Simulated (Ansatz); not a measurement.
Process, species as SMILES: COBOC [dimethoxyborane] -> [CH2]OBOC + H atom (the C-H bond at the site shown breaks; other sites are not compared here)
Each molecule is optimised on its own at B3LYP-D3(BJ)/def2-TZVP (Ansatz, an electronic-structure program), one conformer each, not searched for the lowest. Frequencies are from Ansatz.
Geometry of the first species:
```xyz
12

B      0.1629     0.7393     0.2257
O      0.7528    -0.4510    -0.0634
C      2.1594    -0.6318     0.0074
O     -1.1821     0.8705     0.1461
C     -2.0056    -0.2281    -0.2401
H      0.8032     1.6932     0.5545
H      2.6654     0.2863     0.3142
H      2.5289    -0.9350    -0.9732
H      2.3807    -1.4214     0.7269
H     -1.7481    -0.5755    -1.2423
H     -1.8962    -1.0615     0.4562
H     -3.0366     0.1207    -0.2301
```
Charge 0, spin multiplicity 1.

Quantity: bond dissociation energy (enthalpy at 298 K, with B3LYP-D3(BJ) rigid-rotor harmonic-oscillator terms), in kJ/mol. Correlated levels leave the core frozen unless marked. Open shells are spin-unrestricted. No spin-orbit coupling. No relativistic terms. Basis-set limits of correlation are two-point, X^-3; Hartree-Fock from the larger set. The bracket is a focal-point correction in the basis named.

| level | program | bond dissociation energy (kJ/mol) |
|---|---|---|
| r2SCAN-D3(BJ)/def2-TZVPD | Ansatz + dftd3 | 384.1 |
| r2SCAN-D4/def2-TZVPD | Ansatz + dftd4 | 384.1 |
| CAM-B3LYP-D4/def2-TZVPD | Ansatz + dftd4 | (withheld) |
| RI-MP2/CBS(cc-pVTZ,cc-pVQZ)+[CCSD(T)-MP2]/cc-pVTZ | Ansatz | (withheld) |

**Question.** What belongs in the gaps?

**Answer.** 
- CAM-B3LYP-D4/def2-TZVPD, bond dissociation energy (kJ/mol): 398.6
- RI-MP2/CBS(cc-pVTZ,cc-pVQZ)+[CCSD(T)-MP2]/cc-pVTZ, bond dissociation energy (kJ/mol): 412.4
